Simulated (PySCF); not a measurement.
Excitations are Tamm–Dancoff values on a coarser integration grid. The basis has no diffuse functions, so Rydberg states are missing or too high.

Cartesian coordinates (Å):
```xyz
11

N     -1.1940    -1.1476     0.0413
Si     0.0175     0.0046    -0.3190
N      1.4318    -0.6096     0.3993
N     -0.0415     1.6456     0.1594
Cl    -0.0827     0.1337    -2.3943
H     -2.0147    -1.2278    -0.5394
H     -1.3804    -1.4160     0.9966
H      2.2719    -0.0512     0.4256
H      1.6336    -1.5975     0.3599
H     -0.5497     2.3223    -0.3893
H     -0.0132     1.8976     1.1368
```
Charge 0, multiplicity 1.

Problem. Estimate the dipole moment, S1 excitation (TDA) and brightest of the four lowest singlets (TDA) that TPSSh-D3(BJ)/def2-TZVP (PySCF) returns for this input.

Solution. 
```
Item                                            Result
-------------------------------------------  ---------
dipole moment                                0.524 e·Å
S1 excitation (TDA)                            6.36 eV
brightest of the four lowest singlets (TDA)    7.32 eV
```
